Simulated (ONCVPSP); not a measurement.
**Potentials for B (Z = 5) compared**

Generated with ld1.x 7.5 (TM, RRKJ, ultrasoft, PAW), atompaw 4.2 or ONCVPSP 4.0.1. The cutoff is in Ry: for ld1.x and atompaw files where the sum of valence levels is converged to 10 mRy in a Bessel basis, for ONCV files where the hardest occupied wave has 1 mHa per electron of residual kinetic energy. The error is the largest all-electron minus pseudo excitation energy over each file’s own four to seven test configurations (ionisations up to +4, promotions, holes and added fractions of an electron), all of which were solved. The labels leave out finer settings (local radius, basis sizes, second energies), which also bear on the numbers. Spin-polarised tests are not counted. The rows are a selection from randomly drawn settings: files with unsolved tests, undetermined cutoffs or missed reference levels are left out.

```tsv
potential	cutoff (Ry)	largest error (meV)	bound ghosts
ONCV, PBE, scalar-relativistic, rc 1.60/1.20/1.75 (spd), local smoothed, core correction yes, reference 2s2, qcut 4.2/7.7/6, projectors 1/3/2	17	+64	none
ONCV, Wu-Cohen, scalar-relativistic, rc 1.65/2.45/2.05 (spd), local smoothed, core correction yes, reference 2s2 2p1, qcut 3.2/5.5/4.4, projectors 2/1/1	51	+89	none
ONCV, revPBE, scalar-relativistic, rc 1.50/1.20 (sp), local smoothed, core correction yes, reference 2s2, qcut 5.2/6.1, projectors 2/2	21	+11	none
ONCV, PW91, scalar-relativistic, rc 1.60/2.60/2.30 (spd), local smoothed, core correction yes, reference 2s2 2p1, qcut 4.7/5.8/4.7, projectors 2/2/2	18	+166	none
```

Problem. Fill in the row for B: ONCV, PBE, scalar-relativistic, rc 1.70/3.85/3.30 (spd), local smoothed, core correction yes, reference 2s2 2p1, qcut 4.1/4.4/2.7, projectors 2/2/1.

Solution. cutoff 17 Ry, largest error +482 meV, bound ghosts: none.

Problem. Fill in the row for B: ONCV, LDA (Perdew-Wang 92), scalar-relativistic, rc 1.20/3.40/2.75 (spd), local smoothed, core correction yes, reference 2s2 2p1, qcut 5.8/3.7/3.9, projectors 2/2/2.

Solution. cutoff 24 Ry, largest error +517 meV, bound ghosts: none.

Problem. Fill in the row for B: ONCV, PBEsol, scalar-relativistic, rc 1.60/1.45 (sp), local smoothed, core correction no, reference 2s2, qcut 3.3/6.4, projectors 1/3.

Solution. cutoff 62 Ry, largest error +51 meV, bound ghosts: none.
